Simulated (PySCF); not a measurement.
Radial density of Br (bromine, neutral)

M06-L, [Ar] 3d10 4s2 4p5, 2P determinant. Calculation: PySCF 2.14, in cc-pVDZ-DK; scalar relativity by spin-free X2C-1e.

```json
{"r (bohr)": "0.000952", "4πr²ρ (e/bohr)": "0.5765", "4πr²(ρα − ρβ)": "0.0000"}
{"r (bohr)": "0.00160", "4πr²ρ (e/bohr)": "1.375", "4πr²(ρα − ρβ)": "0.0000"}
{"r (bohr)": "0.00269", "4πr²ρ (e/bohr)": "3.228", "4πr²(ρα − ρβ)": "0.0000"}
{"r (bohr)": "0.00453", "4πr²ρ (e/bohr)": "7.292", "4πr²(ρα − ρβ)": "0.0000"}
{"r (bohr)": "0.00762", "4πr²ρ (e/bohr)": "15.25", "4πr²(ρα − ρβ)": "0.0001"}
{"r (bohr)": "0.0128", "4πr²ρ (e/bohr)": "27.85", "4πr²(ρα − ρβ)": "0.0004"}
{"r (bohr)": "0.0216", "4πr²ρ (e/bohr)": "40.64", "4πr²(ρα − ρβ)": "0.0021"}
{"r (bohr)": "0.0363", "4πr²ρ (e/bohr)": "42.19", "4πr²(ρα − ρβ)": "0.0090"}
{"r (bohr)": "0.0610", "4πr²ρ (e/bohr)": "35.38", "4πr²(ρα − ρβ)": "0.0280"}
{"r (bohr)": "0.103", "4πr²ρ (e/bohr)": "46.48", "4πr²(ρα − ρβ)": "0.0429"}
{"r (bohr)": "0.173", "4πr²ρ (e/bohr)": "45.82", "4πr²(ρα − ρβ)": "0.0044"}
{"r (bohr)": "0.290", "4πr²ρ (e/bohr)": "27.83", "4πr²(ρα − ρβ)": "0.0446"}
{"r (bohr)": "0.488", "4πr²ρ (e/bohr)": "34.79", "4πr²(ρα − ρβ)": "0.0857"}
{"r (bohr)": "0.821", "4πr²ρ (e/bohr)": "12.99", "4πr²(ρα − ρβ)": "0.0391"}
{"r (bohr)": "1.38", "4πr²ρ (e/bohr)": "4.889", "4πr²(ρα − ρβ)": "0.5358"}
{"r (bohr)": "2.32", "4πr²ρ (e/bohr)": "2.571", "4πr²(ρα − ρβ)": "0.3876"}
{"r (bohr)": "3.91", "4πr²ρ (e/bohr)": "0.3226", "4πr²(ρα − ρβ)": "0.0485"}
{"r (bohr)": "6.58", "4πr²ρ (e/bohr)": "0.0007176", "4πr²(ρα − ρβ)": "0.0001"}
```

Densities and radii are taken from the X2C orbitals without a picture-change correction, which distorts them close to the nucleus.
